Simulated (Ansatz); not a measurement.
## What each rung costs, and what it gives

Saddle point of GeH$_{4}$S$_{2}$, singlet (GeH₄S₂ ([SH][GeH2][SH]) → GeH₂S ([S][GeH2]) + H₂S (still joined by a long Ge–S bond); bonds formed: S2–H4; bonds broken: S3–H4; bonds weakened to dative contacts: Ge1–S2), PBE0-D4/def2-TZVP structure:

Ge1  (-0.893, 0.112, 0.303)
S2  (1.555, -0.204, 0.341)
S3  (-0.716, 1.273, -1.442)
H4  (1.063, 0.688, -0.720)
H5  (-1.090, 0.735, 1.699)
H6  (-1.409, -1.342, 0.303)
H7  (1.489, -1.262, -0.485)
(Å)

Barriers are electronic and count from the start structure reached by relaxing down the imaginary mode.

Computed with Ansatz 0.2.0 (basis: as named in each row); correlated methods freeze the cores. Filled d shells of the heavier atoms are correlated. The def2 sets are not built for correlating such inner shells, so the correlated values are less sure here. B3LYP uses VWN-RPA correlation. Extrapolation: Hartree–Fock as exp(−7.88 √X), correlation as X^−2.97.

Times are rough, for one single point on 4 threads of a shared host (Arm Neoverse V1).

The estimate by CCSD(T) at an estimated basis limit (MP2 extrapolated from triple and quadruple zeta, plus CCSD(T) − MP2 in triple zeta) is 159.6 kJ/mol.

```
      method       basis  time (s)  barrier (kJ/mol)  method less estimate
          HF      STO-3G   under 1             380.8                 221.2
       SPW92    def2-SVP   under 1             120.3                 -39.3
      PBE-D4      STO-3G   under 1             224.3                  64.6
      PBE-D4    def2-SVP   under 1             131.2                 -28.4
    B3LYP-D4       6-31G   under 1             158.5                  -1.1
     PBE0-D4    def2-SVP   under 1             149.2                 -10.4
       SPW92  def2-TZVPP   under 1             123.4                 -36.2
      PBE-D4  def2-TZVPP         1             133.6                 -26.1
     BLYP-D4  def2-TZVPP         1             140.4                 -19.2
    B3LYP-D4  def2-TZVPP         2             154.5                  -5.1
    BHLYP-D4  def2-TZVPP         2             174.1                  14.4
     CCSD(T)    def2-SVP         2             170.4                  10.8
     PBE0-D4  def2-TZVPP         2             150.8                  -8.8
CAM-B3LYP-D4  def2-TZVPP         2             166.3                   6.7
   r2SCAN-D4  def2-TZVPP         3             147.3                 -12.3
      B2PLYP  def2-TZVPP         4             159.4                  -0.2
  RPA on PBE  def2-TZVPP         4             164.3                   4.6
  r2SCAN0-D4  def2-TZVPP         4             158.5                  -1.2
    PBE-QIDH  def2-TZVPP         4             162.0                   2.4
     wB97M-V    def2-SVP         4             161.2                   1.6
     wB97X-V  def2-TZVPP         5             170.3                  10.7
      B97M-V  def2-TZVPP         6             154.8                  -4.9
     wB97M-V  def2-TZVPP         6             163.6                   3.9
         MP2  def2-QZVPP        11             156.2                  -3.5
     CCSD(T)  def2-TZVPP        39             165.7                   6.1
```

All methods are single points on the PBE0-D4 structures.

T1 diagnostic: at most 0.015.

Labels in which every atom is bracketed show which atoms are joined, not bond orders.
